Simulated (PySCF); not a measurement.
4-bromobenzoic acid, C7H5BrO2.
Cartesian coordinates in Å at the PBE0-D3(BJ)/def2-SVP level; atoms count from 1:
```xyz
15
C7H5BrO2 angstrom
O      2.5799   -1.4545    0.3633
C      2.1038   -0.3925    0.0500
O      2.8511    0.6992   -0.1615
C      0.6519   -0.1468   -0.1393
C     -0.2248   -1.2207    0.0443
C     -1.5937   -1.0513   -0.1202
C     -2.0825    0.2084   -0.4713
Br    -3.9367    0.4521   -0.6968
C     -1.2218    1.2909   -0.6578
C      0.1470    1.1092   -0.4910
H      3.7708    0.4330   -0.0124
H      0.1928   -2.1915    0.3189
H     -2.2816   -1.8861    0.0213
H     -1.6242    2.2674   -0.9315
H      0.8329    1.9455   -0.6333
```

Linear response at wB97X-D/def2-SVPD (PySCF, frozen core in the response, non-relativistic). The wB97X-D/def2-SVPD calculation is non-relativistic and has no spin–orbit coupling, an omission that weighs most on bromine.

Static isotropic polarisability: 112.12 au (16.61 Å³), principal values 64.8, 106.4, 165.2 au.

Question: What is the polarisability at 1064 nm and at the sodium D line?

Answer: 113.71 au at 1064 nm (+1.4 %), 117.70 au at 589.3 nm (+5.0 %). The rise at 589.3 nm is 3.50 times that at 1064 nm; a pure ω² law gives 3.26. The lowest singlet lies at 244 nm, shorter than both wavelengths.

Question: What is the isotropic C6 coefficient between two such molecules, C6 = (3/π)∫α(iω)² dω?

Answer: 4549 au (Eh·bohr⁶) by a ten-point quadrature over imaginary frequencies, which is 2720 eV·Å⁶ or 262 J·nm⁶/mol.

Question: Which effective excitation energy ω̄ makes London's formula C6 = (3/4)α²ω̄ exact here?

Answer: ω̄ = 4·C6/(3α²) = 0.483 Eh = 13.1 eV. A one-pole form α(ω) = α/(1 − ω²/ω̄²) fitted to the 1064 nm value gives 9.8 eV.

Question: What three-body coefficient follows from the one-pole estimate C9 = (3/4)·α·C6?

Answer: 383000 au. This is an estimate from the two numbers above, not a computed integral.

Question: How anisotropic is the static polarisability, by Δα² = ½[(α1 − α2)² + (α2 − α3)² + (α3 − α1)²]?

Answer: Δα = 87.3 au, or 0.78 of the isotropic value.

Question: How many electrons N does the Slater–Kirkwood formula C6 = (3/4)·√N·α^(3/2) need to give this C6?

Answer: N = (4·C6/3)²/α³ = 26.1; the species has 98 electrons in all.

Question: What molar refraction at the D line follows from R = (4π/3)·N_A·α′, with α′ the polarisability volume?

Answer: α′ = 17.44 Å³ gives R = 44.00 cm³/mol, for isolated, non-vibrating species.

Question: The lowest 6 singlets have (eV, f): 5.09, 0.009; 5.23, 0.001; 5.30, 0.396; 5.99, 0.000; 6.34, 0.181; 6.44, 0.000. What share of the static polarisability do they carry in the sum over states α = Σ f/ω²?

Answer: 14.05 au, 12.5 % of α; the largest term, 10.43 au, is that of the state at 5.30 eV. Their oscillator strengths add up to 0.59. Higher states carry the rest.

Question: What n − 1 at the D line would an ideal gas of it have at 273.15 K and 1 atm (2.6868 × 10¹⁹ cm⁻³), by n − 1 = 2π·N·α′?

Answer: 29.44 × 10⁻⁴, a formal value whether or not that pressure can be reached.

One conformer stands for the species.

Note: wB97X-D ran without an empirical dispersion term, which enters the total energy and its gradient alone.
